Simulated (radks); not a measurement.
Numerical settings for the bismuth ion Bi2+, [Hg] 6p1. Method: Dirac Kohn-Sham, PBE, spin-unpolarised, spherical densities, point nucleus; open shells fill j = l - 1/2 first; computed with a radial shooting solver on a logarithmic mesh with Libxc functionals. The defaults (mesh step 0.008 in ln r, mesh end at 40 bohr or more with all orbitals vanishing there, Anderson mixing 0.5 over 9 steps, residual threshold near 1e-9 with the energy settled to 1e-9 hartree or 1e-11 of itself, here a cap of 58 iterations) give E = -21580.664 hartree and 6p1/2 at -20.893 eV in 14 iterations. Run on one thread of a shared host, so times are rough (Arm Neoverse N1): 0.25 s of CPU time, 0.25 s wall, 14 iterations on 2587 mesh points. Changes against that run (0 stands for a change within the tolerance of the run):

\begin{tabular}{lrrrrr}
setting & iterations & converged & E (mhartree) & e(6p1/2) (meV) & CPU (s) \\ \hline
mesh step in ln r 0.2 & 4 & no & diverged & - & 0.01 \\
mesh step in ln r 0.02 & 14 & yes & +0.000932 & 0 & 0.12 \\
mesh step in ln r 0.003 & 14 & yes & 0 & 0 & 0.63 \\
mesh end (bohr) 12 & 14 & yes & 0 & 0 & 0.24 \\
mesh end (bohr) 5 & 15 & yes & +20.9 & +669 & 0.24 \\
residual threshold 1e-13 & 25 & yes & 0 & 0 & 0.34 \\
residual threshold 0.001 & 9 & yes & 0 & +2.22 & 0.2 \\
mixing 0.2 & 15 & yes & 0 & 0 & 0.27 \\
linear mixing, mixing 0.8 & 58 & no & 0 & +0.018 & 0.87 \\
linear mixing, mixing 0.2 & 58 & no & 0 & -0.0097 & 0.72 \\
mixing history 3 & 16 & yes & 0 & 0 & 0.27 \\
iteration cap 3 & 3 & no & +72.1 & -1.25e+03 & 0.08 \\
\end{tabular}

Settings that end as converged yet miss the energy by more than 1 mhartree: mesh end (bohr) 5 (+0.0209 hartree). A mesh that ends early acts as a hard wall.
